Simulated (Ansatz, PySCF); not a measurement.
Complex: aminoborane (SMILES BN) (first 6 atoms) with HF (SMILES F); geometry from B3LYP-D3(BJ)/def2-TZVP, rigid monomers moved along the line of their centres of mass till N2···H8 is 2.68 Å.
(charge 0, multiplicity 1):
```xyz
8

B      0.90642    -0.12577     0.06133
N     -0.14341     0.57943     0.66532
H      0.66260    -0.82367    -0.87059
H      1.99912    -0.02550     0.52061
H      0.01238     1.27652     1.37838
H     -1.06486     0.63324     0.25706
F     -1.31955    -1.77354     3.14501
H     -0.97988    -1.19573     2.48722
```

Interaction energies are E(AB) − E(A) − E(B) at the monomers' geometry in the complex; basis-set methods are counterpoise corrected.

Frozen-core correlation. CBS: X⁻³ extrapolation of the correlation energy, Hartree–Fock from the larger set.

Programs: Ansatz (Gaussian basis) for Hartree–Fock, density functionals and correlated methods; PySCF for the dispersion terms. Each number belongs to the level named beside it.

PBE/def2-TZVPPD gives -118.5 meV for the interaction energy.

**Question.** How do the other levels lie against it? Give each less PBE: PBE-D3(BJ)/def2-TZVPPD, r2SCAN/def2-TZVPPD, B3LYP/def2-TZVPPD, wB97M-V/def2-TZVPPD, MP2/CBS(aug-cc-pVDZ, aug-cc-pVTZ), MP2/CBS(aug-cc-pVDZ, aug-cc-pVTZ) + ΔCCSD(T)/aug-cc-pVDZ.

**Answer.** PBE-D3(BJ)/def2-TZVPPD -17.0; r2SCAN/def2-TZVPPD -3.8; B3LYP/def2-TZVPPD 11.4; wB97M-V/def2-TZVPPD -4.5; MP2/CBS(aug-cc-pVDZ, aug-cc-pVTZ) -5.1; MP2/CBS(aug-cc-pVDZ, aug-cc-pVTZ) + ΔCCSD(T)/aug-cc-pVDZ -2.4 meV. 1 of 6 lie above PBE; the widest gap is to PBE-D3(BJ)/def2-TZVPPD.

Ansatz is a program for electronic structure.
